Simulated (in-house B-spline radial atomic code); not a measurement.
Ionising Ce⁴⁺ with different functionals

Computed with a B-spline radial code for spherical atoms: scalar-relativistic (spin-free X2C) Hamiltonian, Fermi nucleus of rms radius 4.8771 fm, spin-polarised at highest spin, spherical fractional occupations for the functionals, the average over the highest-spin determinants for Hartree-Fock. The ionisation energy is the difference of two self-consistent energies, [Kr] 4d10 5s2 5p6 → [Kr] 4d10 5s2 5p5, without Breit or QED terms; ε is the level of the shell that loses the electron (its least bound occupied spin orbital). There is no spin-orbit coupling in this Hamiltonian.

Hybrids are left out here: with spherical fractional occupations of an open shell their exact exchange keeps a self-interaction that integer-occupation calculations don't have.

```csv
method,rung,ΔSCF (eV),-ε(5p) (eV)
Hartree-Fock,Hartree-Fock,65.65,66.22
LDA VWN5,LDA,66.64,60.25
LDA PW92,LDA,?,?
LDA exchange-only,LDA,64.95,58.63
PBE,GGA,66.39,60.06
PBEsol,GGA,66.43,60.09
BLYP,GGA,66.18,59.83
RPBE,GGA,66.35,60.04
PW91,GGA,66.48,60.13
BP86,GGA,66.52,60.16
AM05,GGA,66.44,60.08
OLYP,GGA,66.51,60.22
TPSS,meta-GGA,66.53,60.24
SCAN,meta-GGA,66.84,60.62
r2SCAN,meta-GGA,?,?
revTPSS,meta-GGA,66.58,60.30
```

What does r2SCAN give?

ΔSCF 66.84 eV, and -ε(5p) = 60.61 eV.

What does LDA PW92 give?

ΔSCF 66.63 eV, and -ε(5p) = 60.24 eV.

How do they compare with the NIST value?

NIST lists 65.5 eV ± 0.25 (semi-empirical, ground level to ground level). Errors run from -0.60 to +1.29 eV; Hartree-Fock is closest (+0.10 eV), but part of that can be cancellation, since the calculations leave out spin-orbit coupling, Breit-QED terms, multiplet and fine-structure energies. Hartree-Fock also lacks correlation.
